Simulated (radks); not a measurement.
Question: The table gives one normalised radial function P(r) = r R(r) (large component) of Ba3+ in [Kr] 4d10 5s2 5p5 (r in bohr). Calculated with a radial shooting solver on a logarithmic mesh with Libxc functionals: Dirac Kohn-Sham, BLYP, spin-unpolarised, spherical densities, finite nucleus; open shells fill j = l - 1/2 first; Fermi nuclear charge, rms radius 4.8378 fm.

r	P
0.003624	0.0869
0.004795	0.1040
0.006294	0.1206
0.008328	0.1353
0.01102	0.1431
0.01458	0.1382
0.01929	0.1128
0.02552	0.0601
0.03377	-0.0217
0.04468	-0.1213
0.05912	-0.2072
0.07823	-0.2275
0.1035	-0.1325
0.1369	0.0746
0.1798	0.2833
0.2378	0.3239
0.3147	0.0721
0.4164	-0.3304
0.5509	-0.5050
0.729	-0.1869
0.9645	0.4360
1.276	0.8858
1.689	0.8796
2.234	0.5473
2.956	0.2154
3.911	0.0502
5.175	0.0059

Which n and l does it have? It may be an empty orbital.

Answer: n = 5, l = 0: the number of nodes gives n - l - 1 = 4, the rise at small r points to l (this Dirac orbital starts outside the nucleus as r^gamma with gamma = sqrt((l + 1)^2 - (Z/c)^2) = 0.91; the j = 1/2 orbital of l + 1 starts with the same power, but with a smaller coefficient, and then steepens), and the extent must fit the shell. The curve is that of 5s1/2. 5s1/2: eigenvalue -57.517 eV, 4 radial nodes at r = 0.0316, 0.125, 0.331, 0.797 bohr, <r> = 1.60 bohr, 90 % of the charge inside 2.30 bohr.
